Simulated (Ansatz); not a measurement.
Consider the ligand exchange at the As–S bond: `CS[AsH2]` + CH₃OH → `CO[AsH2]` + CH₃SH.

Calculated with Ansatz (gas phase, PBE0-D4/def2-TZVP geometries, no zero-point term in ΔE). CBS: MP2 limit from def2 TZ/QZ plus the TZ coupled-cluster correction, frozen cores. This one scheme is used for every species. For As outer-core shells are correlated without core-valence functions, which leaves a few kJ/mol of doubt a bond. Scalar relativity is left out up to krypton.

`CS[AsH2]`:

Z-matrix (Å, degrees):
```
C
S 1 1.810
H 1 1.090 2 111.5
H 1 1.090 2 111.5 3 123.5
H 1 1.091 2 106.0 3 -118.3
As 2 2.233 1 99.1 3 -62.0
H 6 1.524 2 96.4 1 133.3
H 6 1.524 2 96.3 1 -134.1
```

CH₃OH:

```xyz
6

C     0.075    0.246    0.246
O     0.021   -0.328   -1.039
H     0.558    1.218    0.142
H     0.667   -0.354    0.948
H    -0.922    0.406    0.675
H    -0.399   -1.188   -0.972
```

`CO[AsH2]`:

Z-matrix (Å, degrees):
```
C
O 1 1.407
H 1 1.098 2 111.6
H 1 1.098 2 111.6 3 121.3
H 1 1.093 2 107.7 3 -119.4
As 2 1.784 1 118.1 3 -60.7
H 6 1.538 2 97.5 1 45.6
H 6 1.538 2 97.5 1 -45.6
```

CH₃SH:

```xyz
6

C     0.259   -0.200    0.366
S    -1.012    0.863   -0.352
H     0.077   -1.250    0.140
H     0.196   -0.062    1.446
H     1.256    0.090    0.037
H    -0.777    0.558   -1.637
```

| species | CCSD(T)/CBS(def2) energy (Eh) |
| --- | --- |
| `CS[AsH2]` | -2673.84263 |
| CH₃OH | -115.61712 |
| `CO[AsH2]` | -2351.21577 |
| CH₃SH | -438.22835 |

(1) Work out ΔE.

Largest T1 diagnostic among the species: 0.012.

Answers

(1) ΔE = (-2351.21577) + (-438.22835) − (-2673.84263) − (-115.61712) = 0.01563 Eh = +9.8 kcal/mol.

Leaving LDA and LC-ωPBE aside and taking each functional with its dispersion term where it has one, the values, not all of them listed here, spread over 3.8 kcal/mol, from B97M-V to HSE06-D4. From r2SCAN to r2SCAN0 (25 % exact exchange), in def2-TZVPP and without D4, ΔE moves by +0.8 kcal/mol.
